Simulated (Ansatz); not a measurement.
`[CH3][Ge]([F])([SiH3])[Cl]` + H₂ → `[CH3][GeH]([SiH3])[Cl]` + H–F at 298.15 K and 1 bar (hydrogenolysis of a Ge–F bond).

Isolated molecules relaxed with PBE0-D4/def2-TZVP in Ansatz; ΔE leaves out vibrations. CCSD(T)/CBS is the MP2 limit (def2-TZVPP, def2-QZVPP) plus CCSD(T) − MP2 in def2-TZVPP, frozen cores. This one scheme is used for every species. For Ge outer-core shells are correlated without core-valence functions, which leaves a few kJ/mol of doubt a bond. Scalar relativity is left out up to krypton.

```
                     species  CCSD(T)/CBS energy (Eh)  H − E (kJ/mol)  S (J/(mol·K))
`[CH3][Ge]([F])([SiH3])[Cl]`              -2966.52107           198.1          399.9
                          H₂                 -1.17544            35.1          130.4
    `[CH3][GeH]([SiH3])[Cl]`              -2867.28258           209.8          376.7
                         H–F               -100.39570            33.5          173.6
```

H − E and S are ideal-gas, rigid-rotor, harmonic terms from PBE0-D4/def2-TZVP, for one conformer and one mirror image of each species. The MP2-based limit puts H₂ 0.8 mEh under its directly extrapolated value; such offsets cancel only in part. 1 Eh = 2625.50 kJ/mol, R = 8.31446 J/(mol·K).

Problem. By hand: ΔE, ΔH, ΔS and ΔG.

Solution. ΔE = (-2867.28258) + (-100.39570) − (-2966.52107) − (-1.17544) = 0.01823 Eh = 47.9 kJ/mol. Δ(H − E) = 209.8 + 33.5 − 198.1 − 35.1 = 10.1, so ΔH = 58.0 kJ/mol. ΔS = 376.7 + 173.6 − 399.9 − 130.4 = 20.0 J/(mol·K). ΔG = 58.0 − 298.15 × (20.0)/1000 = 52.0 kJ/mol.

Problem. By hand: the equilibrium constant, and the temperature at which ΔG would vanish if ΔH and ΔS stayed fixed.

Solution. log₁₀ K = −ΔG/(RT ln 10) = -9.1. ΔG = 0 at ΔH/ΔS = 2900 K, far beyond where these terms or the molecules hold.

ΔH outweighs TΔS. A doubt of 5 kJ/mol in ΔE shifts log₁₀ K by 0.9 here. Other conformers and mirror images would add mixing entropy, several J/(mol·K) or more a flexible species. These are equilibria of isolated gas molecules and say nothing of rates. Largest T1 diagnostic: 0.011 (customary marks: 0.02 for closed shells, 0.045 for open ones).
